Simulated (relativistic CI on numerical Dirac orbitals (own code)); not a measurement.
# Mg: calculation against measurement

Method of calculation: Dirac-Coulomb-Breit CI, orbitals from a KLI potential per configuration, a model potential for QED, valence Slater integrals scaled by 0.85, configuration energies shifted to the measured levels that pair with them (semi-empirical) (own radial code, finite nucleus).

Configuration list (outside the closed core [Ne]): 3s2, 3s 3p, 3s 4s, 3s 3d, 3s 4p, 3s 5s, 3s 4d, 3s 5p, 3s 4f, 3s 6s, 3s 5d, 3s 6p, 3s 5f, 3p2, 3d2, 3p 4s, 3s 5g, 3p 3d, 4s2, 3d 4s. Levels of other configurations are missing.

| Configuration | Term (tabulated) | J | Measured (cm⁻¹) | Computed | Error | Purity (%) |
| --- | --- | --- | --- | --- | --- | --- |
| 3s2 | 1S | 0 | 0.0 | 0 | 0 | 95 |
| 3s 3p | 3P° | 0 | 21850.4 | 21852 | 1 | 99 |
| 3s 3p | 3P° | 1 | 21870.5 | 21869 | -1 | 99 |
| 3s 3p | 3P° | 2 | 21911.2 | 21905 | -6 | 99 |
| 3s 3p | 1P° | 1 | 35051.3 | 35786 | 735 | 83 |
| 3s 4s | 3S | 1 | 41197.4 | 41296 | 98 | 100 |
| 3s 4s | 1S | 0 | 43503.3 | 43405 | -98 | 98 |
| 3s 3d | 1D | 2 | 46403.1 | 46642 | 239 | 84 |
| 3s 4p | 3P° | 0 | 47841.1 | 47841 | 0 | 99 |
| 3s 4p | 3P° | 1 | 47844.4 | 47844 | 0 | 99 |
| 3s 4p | 3P° | 2 | 47851.2 | 47851 | 0 | 99 |
| 3s 3d | 3D | 2 | 47957.0 | 47957 | 0 | 100 |
| 3s 3d | 3D | 3 | 47957.0 | 47957 | 0 | 100 |
| 3s 3d | 3D | 1 | 47957.1 | 47957 | 0 | 100 |
| 3s 4p | 1P° | 1 | 49346.7 | 50357 | 1010 | 81 |
| 3s 5s | 3S | 1 | 51872.5 | 51812 | -60 | 100 |
| 3s 5s | 1S | 0 | 52556.2 | 52616 | 60 | 97 |
| 3s 4d | 1D | 2 | 53134.6 | 53190 | 55 | 80 |
| 3s 4d | 3D | 3 | 54192.3 | 54192 | 0 | 100 |
| 3s 4d | 3D | 2 | 54192.3 | 54192 | 0 | 100 |
| 3s 4d | 3D | 1 | 54192.3 | 54192 | 0 | 100 |
| 3s 5p | 3P° | 0 | 54248.8 | 54248 | 0 | 99 |
| 3s 5p | 3P° | 1 | 54250.1 | 54250 | 0 | 99 |
| 3s 5p | 3P° | 2 | 54252.7 | 54253 | 0 | 99 |
| 3s 4f | 1F° | 3 | 54676.4 | 54675 | -1 | 100 |
| 3s 4f | 3F° | 2 | 54676.7 | 54677 | 0 | 100 |
| 3s 4f | 3F° | 3 | 54676.7 | 54677 | 0 | 100 |
| 3s 4f | 3F° | 4 | 54676.8 | 54677 | 0 | 100 |
| 3s 5p | 1P° | 1 | 54706.5 | 55144 | 438 | 84 |
| 3s 6s | 3S | 1 | 55891.8 | 55817 | -75 | 100 |
| 3s 6s | 1S | 0 | 56186.9 | 56262 | 75 | 98 |
| 3s 5d | 1D | 2 | 56308.4 | 56476 | 168 | 86 |
| 3s 5d | 3D | 3 | 56968.2 | 56968 | 0 | 100 |
| 3s 5d | 3D | 2 | 56968.2 | 56968 | 0 | 100 |
| 3s 5d | 3D | 1 | 56968.3 | 56968 | 0 | 100 |
| 3s 6p | 3P° | 0 | 57017.1 | 57017 | 0 | 100 |
| 3s 6p | 3P° | 1 | 57017.7 | 57018 | 0 | 100 |
| 3s 6p | 3P° | 2 | 57019.0 | 57019 | 0 | 100 |
| 3s 5f | 1F° | 3 | 57204.2 | 57203 | -1 | 100 |
| 3s 5f | 3F° | 2 | 57204.2 | 57204 | 0 | 100 |
| 3s 5f | 3F° | 3 | 57204.3 | 57204 | 0 | 100 |
| 3s 5f | 3F° | 4 | 57204.3 | 57204 | 0 | 100 |
| 3s 6p | 1P° | 1 | 57215.0 | 57529 | 314 | 90 |
| 3p2 | 3P | 0 | 57812.8 | 57815 | 2 | 99 |
| 3p2 | 3P | 1 | 57833.4 | 57833 | 0 | 99 |
| 3p2 | 3P | 2 | 57873.9 | 57870 | -4 | 99 |

Measured levels from NIST Handbook of Basic Atomic Spectroscopic Data (Sansonetti and Martin, J. Phys. Chem. Ref. Data 34, 1559 (2005)); pairs were made by configuration, J and term (by order where the table uses no LS term), so strongly mixed levels may be paired wrongly.

Mean error by configuration (cm⁻¹): 3s 3p 182; 3s 4s 0; 3s 3d 60; 3s 4p 252; 3s 5s 0; 3s 4d 14; 3s 5p 109; 3s 4f 0; 3s 6s 0; 3s 5d 42; 3s 6p 78; 3s 5f 0; 3p2 -1. Over the excited levels the mean absolute error is 77 cm⁻¹ (45 of the 45 excited levels that our extract of the source holds in range could be paired), and the median relative error of those above 1,000 cm⁻¹ is 0.00066 %, both after the shifts were fitted to these levels, so that a configuration with one level shows no error.

Configurations whose levels could be paired with our table of measured levels were shifted onto them, all but the ground configuration, by the median error of their levels; single terms can still be off by 1,000 to 2,000 cm⁻¹ or more, and rates follow the energies as ν³ (E1, M1) or ν⁵ (E2). The others borrow a shift and can be off by several thousand cm⁻¹ or more. The fine structure of a lone outer electron comes out too small, for d and f at times inverted, and misplaced configurations move strength between like terms. 45 of the 45 excited levels that our extract of the measured tables holds in this range could be paired (the sources list more); they are missed by 77 cm⁻¹ on average and 1010 at most, after the shifts were fitted to these levels, and levels without a partner can miss by more.

Shifts applied (cm⁻¹): 3s2 0; 3s 3p 1711; 3s 4s 263; 3s 3d 265; 3s 4p 127; 3s 5s -357; 3s 4d -307; 3s 5p -367; 3s 4f -1576; 3s 6s -720; 3s 5d -664; 3s 6p -717; 3s 5f -1540; 3p2 2275.
